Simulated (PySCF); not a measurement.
Unknowns

- PBE0-D3(BJ)/def2-SVP geometry
- PBE0/pcSseg-1 with gauge-including orbitals
- program: PySCF 2.14.0 with density-fitted response routines
- averaged over atoms made equivalent by symmetry, fast rotation or ring inversion, non-relativistic Hamiltonian, no solvent, one computed conformer

Referencing at the same level of theory: ¹H (σ = 31.27 ppm), ¹³C (σ = 184.41 ppm) vs TMS. Where no couplings were computed, multiplicities follow the n + 1 count of equivalent neighbours, and m marks all less simple cases (inequivalent or close neighbours, rings, F or P nearby). Shifts are as computed. Against solution values, carbons near 30 ppm lie about +2 ppm off and those near 130 ppm about +5 ppm. Of 1309 compounds with measured shifts, 239 miss one by over three times the rms of a fit or turn the order of signals round; such compounds aren't used in these exercises.

(1) C4H12N2Si3. ¹H NMR (400 MHz, computed): δ 6.52 (m, 1H), 6.44 (m, 1H), 6.34 (m, 1H), 5.01 (s, 3H), 4.86 (s, 6H). ¹³C{¹H} NMR (computed): δ 144.7 (C), 129.1 (CH), 112.3 (CH), 109.6 (CH). What is it?

(2) C6H11ClOSi. ¹H NMR (600 MHz, computed): δ 6.13 (m, 1H), 5.24 (m, 1H), 5.21 (m, 1H), 5.18 (m, 1H), 4.28 (m, 1H), 3.29 (m, 1H), 3.22 (m, 1H), 1.12 (m, 1H), 1.01 (m, 1H), 0.92 (m, 1H), 0.85 (m, 1H). ¹³C{¹H} NMR (computed): δ 151.3, 120.3, 82.4, 67.4, 26.2, 18.5. What is it?

Results:

(1) `[SiH3]N([SiH3])c1ccn([SiH3])c1`. The formula gives 3 degrees of unsaturation (1 ring in the answer). 4 carbon signals for 4 carbons: no two carbons are equivalent. Carbon types of the structure: 1 × C, 3 × CH, leaving 9 H on heteroatoms. δC 144.7: aromatic carbon bearing nitrogen; σ withdrawal by the attached heteroatom moves it downfield of the ring CH carbons. δC 129.1, 112.3: aromatic CH next to a ring nitrogen. δC 109.6: aromatic CH; resonance donation from the substituent shields this position. δH 6.52, 6.44: hydrogen on an aromatic CH next to a ring nitrogen.

This is the structure that produced the data.

(2) `C1[Si@@H](Cl)C[C@@H](C=C)OC1`. Rings plus π bonds: 2 (1 ring in the answer). 6 carbon signals for 6 carbons: no two carbons are equivalent. Carbon types of the structure: 2 × CH, 4 × CH2, leaving 1 H on heteroatoms. δC 151.3: alkene CH; an sp2 carbon of a C=C bond. δC 120.3: terminal =CH2 carbon; an sp2 carbon of a C=C bond. δC 82.4: allylic sp3 CH bonded to O; the inductive effect lowers its shielding. δC 67.4: sp3 CH2 bonded to O; deshielded by the electronegative neighbour.

The shifts were computed for this structure.
